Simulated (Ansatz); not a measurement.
System: sum formula H₄BSiO₂, charge 0, multiplicity 2. It need not be the lowest isomer of its formula. 
Geometry from a B3LYP-D3(BJ)/def2-TZVP (Ansatz, an electronic-structure program) optimisation:
```
B
O 1 1.3613
H 2 0.9666 1 112.77
O 1 1.3713 2 118.21 3 -0.59
H 4 0.9609 1 115.14 2 179.01
Si 1 2.0101 2 118.17 3 -177.74
H 6 1.4805 1 118.06 2 -28.12
H 6 1.4861 7 110.77 1 136.28
```
Charge 0, spin multiplicity 2.

Basis-set convergence of Hartree-Fock and CCSD correlation energies (hartree) with Ansatz. Cores are frozen in the correlated levels unless marked. Open shells are spin-unrestricted. No spin-orbit coupling. No relativistic terms.

| basis | functions | E(HF) | E(corr, CCSD) |
|---|---|---|---|
| cc-pV(D+d)Z | 85 | -465.75214 | -0.57580 |
| cc-pV(T+d)Z | 185 | -465.82332 | -0.71164 |
| cc-pV(Q+d)Z | 349 | -465.84034 | -0.75725 |
| cc-pV(5+d)Z | 593 | -465.84426 | -0.77280 |

Extrapolating the two largest sets (X = 4 and 5) as X^-3: E(corr) = (125·(-0.77280) - 64·(-0.75725))/61 = -0.7891 Eh, an estimate of the basis-set limit. The largest set recovers 97.9 % of it, the smallest 73.0 %.
